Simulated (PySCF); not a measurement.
ClFGeH₄N₂, SMILES [NH2][Ge]([NH2])([F])[Cl].

Geometry optimised at TPSSh-D3(BJ)/def2-SVP. Other conformers were not sampled.

Two levels are set side by side: TDA-PBE/def2-SVPD (PySCF) and TDA-CAM-B3LYP/def2-SVPD (PySCF). Vertical, same geometry. The lowest singlet is HOMO→LUMO 98 % with PBE and HOMO→LUMO 86 % with the other functional; states are paired by order. Differences are taken from unrounded values.

```json
[
 {"quantity": "lowest singlet excitation (eV)", "TDA-CAM-B3LYP": "6.64"},
 {"quantity": "lowest triplet excitation (TDA) (eV)", "TDA-CAM-B3LYP": "6.08"},
 {"quantity": "first bright state (f over 0.05) (eV)", "TDA-CAM-B3LYP": "6.64"},
 {"quantity": "its oscillator strength", "TDA-CAM-B3LYP": "0.05"}
]
```

What does TDA-PBE give, and how far is it from TDA-CAM-B3LYP? (Estimate from the structure and the level; the computed values follow.)


| quantity | TDA-PBE | TDA-PBE minus TDA-CAM-B3LYP |
|---|---|---|
| lowest singlet excitation (eV) | 5.46 | -1.18 |
| lowest triplet excitation (TDA) (eV) | 5.08 | -0.99 |
| first bright state (f over 0.05) (eV) | 5.71 | -0.93 |
| its oscillator strength | 0.08 | 0.02 |

Functionals without exact exchange tend to place singlet excitations lower, as here. Differences between two approximate levels are no errors against the true value.

Rough cost on one machine, each run with all the roots and properties that it gave: TDA-CAM-B3LYP against TDA-PBE about 4 times.
